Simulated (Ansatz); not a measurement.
CH$_{6}$BFSi$_{2}$ (`F[SiH]1CB1[SiH3]`). Charge 0, multiplicity 1. The geometry is a stationary point of PBE0-D4/def2-TZVP.

```xyz
11

F    -1.008    1.641   -2.016
Si   -1.326    0.999   -0.591
C    -0.105    0.970    1.033
B    -0.225   -0.274    0.237
Si    1.074   -1.688   -0.269
H    -2.514    1.717   -0.083
H    -0.937    1.577    1.421
H     0.823    1.306    1.492
H     2.348   -1.599    0.500
H     0.470   -3.024   -0.002
H     1.400   -1.625   -1.721
```

What is the dipole moment at B3LYP/def2-TZVPP? (Estimate.)

Ansatz gave: 1.90 D, with components (-1.02, 1.09, 1.18) D in this frame, pointing from negative to positive charge.

And with PBE, r2SCAN, ωB97M-V? (Estimate.)

The calculation gave: PBE 1.89 D, r2SCAN 1.91 D, ωB97M-V 1.92 D.

Give the Mulliken charges with B3LYP, PBE, ωB97M-V in def2-TZVPP. (Estimate.)

Ansatz gave: 
```tsv
atom	B3LYP	PBE	ωB97M-V
F1	-0.30	-0.25	-0.29
Si2	0.40	0.34	0.38
C3	-0.30	-0.24	-0.32
B4	0.10	0.05	0.04
Si5	0.11	0.06	0.02
H6	-0.06	-0.05	-0.01
H7	0.15	0.14	0.16
H8	0.12	0.11	0.12
H9	-0.08	-0.06	-0.04
H10	-0.07	-0.05	-0.03
H11	-0.07	-0.05	-0.03
```

B3LYP here is the variant with VWN-RPA as its local correlation; programs differ in this.
